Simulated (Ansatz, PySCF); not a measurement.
Reaction R1 + R2 → P1, each structure at its B3LYP-D3(BJ)/def2-TZVP stationary point, reached from a drawn start (curvature not checked).
R1: GeO (SMILES [O+]#[Ge-]), charge 0, multiplicity 1.
P1, GeH2O2 (SMILES [OH][Ge][OH]) (charge 0, multiplicity 1):
```csv
atom,x (Å),y (Å),z (Å)
Ge,0.2157,0.1445,-1.0787
O,1.5284,-0.3779,0.0169
H,1.2319,-0.4734,0.9326
O,-1.0513,0.2184,0.2166
H,-1.9247,0.4884,-0.0873
```
R2: H2O (SMILES O), charge 0, multiplicity 1.

P less R. No zero-point or thermal terms; no spin–orbit coupling.

Cores are frozen in the correlated methods. In cc and def2 sets filled d and f shells under p-block atoms count as core. CBS: X⁻³ extrapolation of the correlation energy, Hartree–Fock from the larger set.

Codes used: Ansatz (a quantum-chemistry and plane-wave program); PySCF for the D3/D4 terms. All values are computed, each at the level named.

Q: Estimate the reaction energy that wB97M-V/def2-TZVPP returns for this input.

A: -38.8 kcal/mol

Q: Predict the reaction energy from CCSD(T)/CBS(cc-pVTZ, cc-pVQZ).

A: -35.6 kcal/mol

Q: Estimate the reaction energy that r2SCAN-D3(BJ)/def2-TZVPP returns for this input.

A: -38.5 kcal/mol
